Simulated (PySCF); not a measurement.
# Reading the logs of faulty runs: B2H7NSi

These are calculations, not measurements. The program is PySCF 2.14.0, an open-source quantum chemistry code, run on an isolated molecule that a program drew, which may never have been made. The molecule is B2H7NSi (charge 0, singlet), drawn as the SMILES string `BNB[SiH3]`.

Each row is a Hartree-Fock (HF) and frozen-core CCSD(T) single point in the cc-pV(D+d)Z basis, meant for a local HF minimum. Run 1 is clean. Each other run has one planted mistake out of seven kinds, and not every kind appears here: one electron removed, one electron added, multiplicity raised by two, geometry at a saddle point, minimal basis STO-3G, one bond length entered in bohr, all coordinates scaled. The reference is restricted for singlets and unrestricted otherwise, and also for a bond in bohr. Adding or removing an electron swaps singlet and doublet. Electrons count all cores. HOMO and LUMO are orbital energies over both spins, the gradient is its largest component, and the lowest frequency (negative if imaginary) is given only where the gradient is small. Bond lengths are over the 10 bonds as drawn. T1 is the CCSD diagnostic: over 0.02 (restricted) or 0.045 (unrestricted) a single reference is doubtful.

Geometry of the clean run:
```xyz
11
B2H7NSi, angstrom
B    -0.4909   -2.6700    0.8218
N    -0.9274   -1.3395    1.0537
B    -0.2129   -0.1274    0.8404
Si    1.7050   -0.0454    0.1116
H     0.6094   -2.8676    0.3923
H    -1.2310   -3.5838    1.0597
H    -1.8579   -1.2400    1.4136
H    -0.7923    0.8932    1.1114
H     2.6597   -0.7597    0.9982
H     1.8011   -0.6454   -1.2444
H     2.1519    1.3679    0.0125
```

```
run  electrons  basis functions  <S^2>  HOMO (eV)  LUMO (eV)  gradient (hartree/bohr)  lowest frequency (cm^-1)  mean bond (Å)  longest bond (Å)      T1  HF (hartree)  CCSD(T) (hartree)                     mistake
  1         38              100  0.000     -10.96       1.95                  4.6e-05                        88         1.3957             2.053  0.0128    -396.88249         -397.39565                    no fault
  2         38              100  0.000     -11.04       2.05                  3.9e-02                         -         1.3427             1.975  0.0120    -396.86700         -397.37542      all coordinates scaled
  3         38              100  2.014      -6.25      -1.58                  5.3e-02                         -         1.3957             2.053  0.0238    -396.72399         -397.23317  multiplicity raised by two
  4         39              100  0.820       0.21       8.25                  4.0e-02                         -         1.3957             2.053  0.0181    -396.84040         -397.38291          one electron added
  5         37              100  0.762     -17.62      -8.21                  1.1e-01                         -         1.3957             2.053  0.0184    -396.53094         -397.02164                           ?
  6         38               31  0.000      -9.06       6.33                  3.1e-02                         -         1.3957             2.053  0.0139    -392.22703         -392.45273                           ?
```

**Which mistake was planted in run 5, and what did it cost?**

It counts 37 electrons, one fewer than the clean run, at the same geometry and basis. So the mistake is: one electron removed. Subtracting run 1 and multiplying by 627.51 kcal/mol a hartree, the energy moved by 220.6 kcal/mol in HF and 234.7 kcal/mol in CCSD(T).

**Which mistake was planted in run 6, and what did it cost?**

It has 31 basis functions where the clean run has 100, with the same electrons and geometry. So the mistake is: minimal basis STO-3G. Subtracting run 1 and multiplying by 627.51 kcal/mol a hartree, the energy moved by 2921.3 kcal/mol in HF and 3101.7 kcal/mol in CCSD(T).

Cautions from the logs. Run 4: the HOMO is above zero, so the electron isn't bound and the energy depends on the basis.
